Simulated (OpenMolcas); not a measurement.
# A convergence study on C2HF3O2 (trifluoroacetic acid)

C2HF3O2: 8 atoms, total charge 0, spin state singlet. As SMILES, `O=C(O)C(F)(F)F`. The coordinates come from a GFN2-xTB relaxation. This is one conformer, not always the lowest.

```xyz
8

O     1.7223   -0.3186    0.2096
C     0.5326   -0.3569    0.2146
O    -0.2286   -1.2937    0.7406
C    -0.3680    0.7414   -0.4310
F     0.3615    1.7256   -0.9473
F    -1.1967    1.2755    0.4714
F    -1.1178    0.2291   -1.4123
H     0.2949   -2.0024    1.1543
```

Program: OpenMolcas 26.06. Method: HCTH407/cc-pVTZ (RICD fitting). Swept: integration grid. Watched: the total energy. Each run: gradient. Hardware: 1 thread of Arm Neoverse V2, shared host.

Deviations are taken from the sweep's last point, which isn't the limit.

Question: The candidates, from coarse to fine: Coarse; SG1Grid; Fine; UltraFine. Estimate which is the coarsest that holds the total energy within 0.01 mEh of the last.

Answer: Fine: it is 0.001 mEh off and takes 40 s, against 1.7 min for UltraFine.

```json
{"integration grid": "Coarse", "energy (Eh)": "-526.867643", "from the best (mEh)": "-0.013", "wall time": "23 s"}
{"integration grid": "SG1Grid", "energy (Eh)": "-526.867609", "from the best (mEh)": "+0.022", "wall time": "27 s"}
{"integration grid": "Fine", "energy (Eh)": "-526.867630", "from the best (mEh)": "+0.001", "wall time": "40 s"}
{"integration grid": "UltraFine", "energy (Eh)": "-526.867630", "from the best (mEh)": "0.000", "wall time": "1.7 min"}
```
